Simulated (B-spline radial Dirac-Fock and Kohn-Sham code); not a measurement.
**L3 edges in EELS at 200 kV and 5 mrad, Mg to Zn**

Method: the first Born approximation with generalised oscillator strengths from a Dirac-Hartree-Slater potential (longitudinal and transverse terms; continuum final states only, so no white lines or fine structure). Computed with a radial atomic solver. Partial cross sections in barn for windows above the edge. Edges are tabulated values, any marked * orbital energies of the model.

```
 Z  element  edge (eV)  Δ = 50 eV  Δ = 100 eV  Δ = 200 eV
12       Mg     55.13*      71900       99600      112000
15        P      135.0      20500       31200       38900
16        S      162.5      14900       22800       29200
20       Ca      346.2       3230        5320        7600
22       Ti      453.8       1660        2840        4260
23        V      512.1       1220        2120        3250
24       Cr      574.1        996        1720        2640
25       Mn      638.7        677        1220        1940
26       Fe      706.8        511         935        1510
28       Ni      852.7        297         560         934
30       Zn     1021.8        174         338         581
```
